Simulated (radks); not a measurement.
Question: The bromine anion Br-, [Kr], held by a Watson sphere: a shell of charge +1.06 at radius R that stands for the Madelung well of a crystal (potential energy -1.06/R inside, -1.06/r outside, in hartree with lengths in bohr). All-electron calculation, scalar-relativistic Kohn-Sham, PBEsol, spin-polarised, spherical densities, finite nucleus; Fermi nuclear charge, rms radius of each element as measured or else 0.836 A^(1/3) + 0.57 fm. Program: a radial shooting solver on a logarithmic mesh with Libxc functionals. Response by self-consistent Sternheimer equations with the Hartree and adiabatic LDA kernel, the relativistic mass of each level held fixed and spin-orbit coupling left out. The sphere does not respond.

| R (bohr) | e(3d) (eV) | e(4s) (eV) | e(4p) (eV) | <r> 4p (bohr) | sum of <r^2> (bohr^2) | X-ray form factor at sin(theta)/lambda = 0.2 1/angstrom | alpha (bohr^3) |
|---|---|---|---|---|---|---|---|
| 2.18 | -66.138 | -20.976 | -8.959 | 2.108 | 45.42 | 27.915 | 23.13 |
| 2.28 | -66.023 | -20.786 | -8.827 | 2.122 | 45.88 | 27.890 | 23.87 |
| 3.5 | -64.729 | -18.811 | -7.102 | 2.240 | 50.25 | 27.745 | 34.30 |
| 3.97 | -64.221 | -18.202 | -6.499 | 2.266 | 51.34 | 27.732 | 38.31 |
| 4.05 | -64.136 | -18.106 | -6.403 | 2.269 | 51.49 | 27.731 | 38.97 |
| 4.95 | -63.262 | -17.154 | -5.441 | 2.298 | 52.83 | 27.726 | 45.64 |

Estimate the row for R = 5.2 bohr.

Answer: e(3d) (eV) -63.046; e(4s) (eV) -16.928; e(4p) (eV) -5.213; <r> 4p (bohr) 2.303; sum of <r^2> (bohr^2) 53.09; X-ray form factor at sin(theta)/lambda = 0.2 1/angstrom 27.726; alpha (bohr^3) 47.23.
